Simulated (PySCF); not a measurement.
AlH₅NO (calculated)

Computed with PySCF 2.14.0. Calculation on a computer-drawn molecule: the log of a Hartree-Fock and frozen-core CCSD(T) single point meant for a local Hartree-Fock minimum, with one planted fault or none, to be diagnosed. Offsets are logged minus clean, where the clean run is the same molecule without the fault. The reference is restricted for singlets and unrestricted otherwise, and also for a bond in bohr or an excited solution. Adding or removing an electron swaps singlet and doublet. The excited solution moves the top pair (singlet) or top alpha electron (doublet) to the lowest empty orbital. Highest occupied and lowest empty are orbital energies over both spins, largest force is the largest gradient component, triples share is (T) over the correlation energy, the T1 limit is 0.02 restricted and 0.045 unrestricted, electrons count all cores, a negative frequency is imaginary (commonest isotopes), and the dipole is about the centre of nuclear charge.

AlH₅NO

Logged structure:
```xyz
8
AlH5NO
N     -1.1435    -3.4074    -0.0105
Al    -0.3216    -2.6506     1.4821
O     -1.5502    -1.7396     2.3876
H     -1.5396    -2.8219    -0.7220
H     -0.7086    -4.1897    -0.4627
H      0.8737    -1.5486     1.1312
H      0.3346    -3.8952     2.3346
H     -1.2509    -0.9143     2.7234
```

* meant charge: -1
* meant multiplicity: 1
* meant basis: aug-cc-pV(D+d)Z
* logged electrons: 33
* logged basis functions: 123
* logged SCF converged: yes
* logged spin squared: 0.7627
* logged highest occupied: -9.8833 eV
* logged lowest empty: -1.0103 eV
* logged largest force: 0.081016 hartree/bohr
* logged T1 diagnostic: 0.055613
* logged D1 diagnostic: 0.33275
* logged triples share: 0.027386
* logged CC converged: yes
* logged dipole magnitude: 6.5954 debye
* logged SCF stable within its kind: yes
* logged energy HF: -374.16354 hartree
* logged energy CCSD(T): -374.65789 hartree
* possible faults: no fault, one electron removed, one electron added, multiplicity raised by two, geometry at a saddle point, SCF held on an excited solution, minimal basis STO-3G, one bond length entered in bohr, all coordinates scaled
* planted fault: one electron removed
* HF energy offset from clean run: 61.88 kcal/mol
* CCSD(T) energy offset from clean run: 89.62 kcal/mol

Drawn bonds:
| atom | other atom | order |
| --- | --- | --- |
| 1 | 2 | 1 |
| 2 | 3 | 1 |
| 1 | 4 | 1 |
| 1 | 5 | 1 |
| 2 | 6 | 1 |
| 2 | 7 | 1 |
| 3 | 8 | 1 |

Notes: T1 above single-reference limit.
